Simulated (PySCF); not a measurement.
A calculated (BLYP, PySCF 2.14, x2c-TZVPPall with one added diffuse shell each of s, p, d, f type, scalar relativity by spin-free X2C-1e) atom or ion has these occupied shells.

```csv
shell,electrons,orbital energy (eV),"rms radius, mean of both spins (bohr)"
1s β,1,-18793.3,0.0415
1s α,1,-18793.2,0.0415
2s α,1,-2635.3,0.171
2s β,1,-2635.0,0.171
2p α,3,-2355.0,0.152
2p β,3,-2354.8,0.152
3s α,1,-444.48,0.475
3s β,1,-444.29,0.475
3p α,3,-352.81,0.481
3p β,3,-352.60,0.481
3d α,5,-202.58,0.476
3d β,5,-202.27,0.476
4s α,1,-65.259,1.23
4s β,1,-63.408,1.23
4p α,3,-41.534,1.40
4p β,3,-39.478,1.40
4d α,4,-10.000,2.28
```

Task: Name the element and its charge.

Result: Nb⁺ (niobium, charge +1), in [Kr] 4d4, high-spin 5D determinant.
